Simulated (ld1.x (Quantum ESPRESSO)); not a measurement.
## chromium, ultrasoft: configuration errors across variants

```
Element                 : Cr
Generator               : ld1.x (Quantum ESPRESSO) 7.5
Type                    : ultrasoft
Functional              : LDA (PZ)
Relativity              : fully relativistic
Frozen core             : [Ne]
Valence charge          : 14
Reference configuration : 3s2 3p6 3d5 4s1 4p0
Partial waves           : 3s (bound): rcut 1.20, rcutus 1.25 bohr; 4s (bound): rcut 1.20, rcutus 1.25 bohr; 3p (bound): rcut 1.35, rcutus 1.55 bohr; 4p (bound, empty): rcut 1.35, rcutus 1.55 bohr; 3d (bound): rcut 1.55, rcutus 1.95 bohr; 3d channel at 4 Ry: rcut 1.55, rcutus 1.95 bohr
Local potential         : all-electron potential smoothed inside 1.75 bohr (lloc = -2)
Core correction         : a·sin(br)/r model core, default radius (core density twice the valence density)
Augmentation charge     : PSQ, inside the norm-conserving radii
```

Open shells are filled in proportion to 2j + 1 (rel_dist='average').

All-electron excitation energies from the reference (eV): (1) 3s2 3p6 3d5 4s0 4p0 7.141; (2) 3s2 3p6 3d4 4s2 4p0 -0.058; (3) 3s2 3p6 3d2 4s0 4p0 103.137; (4) 3s2 3p6 3d6 4s0 4p0 1.724; (5) 3s2 3p6 3d4 4s1 4p1 3.612.

The overlap operator is not positive definite (basis up to 400 Ry) in “local potential all-electron potential smoothed inside 0.78 bohr (lloc = -2)”, “local potential all-electron potential smoothed inside 1.06 bohr (lloc = -2)”. Such files are unfit for use, however small their errors in these radial tests.

Tests that are not counted but printed errors over 1 eV. “base”: 3s2 3p6 3d4 4s0 4p0 (solver errors, printed error -1651 eV); 3s2 3p6 3d3 4s0 4p0 (solver errors, printed error -1459 eV). “local potential all-electron potential smoothed inside 1.66 bohr (lloc = -2)”: 3s2 3p6 3d3 4s0 4p0 (solver errors, printed error -1459 eV). “local potential all-electron potential smoothed inside 1.80 bohr (lloc = -2)”: 3s2 3p6 3d4 4s0 4p0 (solver errors, printed error -1651 eV); 3s2 3p6 3d3 4s0 4p0 (solver errors, printed error -1459 eV). “local potential all-electron potential smoothed inside 1.98 bohr (lloc = -2)”: 3s2 3p6 3d4 4s0 4p0 (solver errors, printed error -1651 eV); 3s2 3p6 3d3 4s0 4p0 (solver errors, printed error -1459 eV). “local potential all-electron potential smoothed inside 2.20 bohr (lloc = -2)”: 3s2 3p6 3d3 4s0 4p0 (solver errors, printed error -1459 eV).

Errors AE − PS in meV (a dash: test not solved or not reliable):

```csv
change,(1),(2),(3),(4),(5),bound ghosts
base,-6.7,-7.8,+258,-4.1,-4.6,none
local potential all-electron potential smoothed inside 0.78 bohr (lloc = -2),-3.9,+2.5,+417,+1.5,+6.8,not determined (overlap not positive)
local potential all-electron potential smoothed inside 1.06 bohr (lloc = -2),-6.0,-5.1,+264,-0.5,+4.5,not determined (overlap not positive)
local potential all-electron potential smoothed inside 1.24 bohr (lloc = -2),-5.4,-3.7,+287,0.0,+2.5,none
local potential all-electron potential smoothed inside 1.66 bohr (lloc = -2),-6.7,-8.2,+255,-4.4,-5.3,none
local potential all-electron potential smoothed inside 1.80 bohr (lloc = -2),-6.7,-7.8,+258,-4.0,-4.5,none
local potential all-electron potential smoothed inside 1.98 bohr (lloc = -2),-6.7,-7.7,+256,-4.1,-4.5,none
local potential all-electron potential smoothed inside 2.20 bohr (lloc = -2),-6.8,-7.5,+248,-3.8,-4.2,none
```

Task: Give the same row for: local potential all-electron potential smoothed inside 1.42 bohr (lloc = -2).

Result: -7.7, -7.5, +269, -3.5, -4.7; bound ghosts: none.
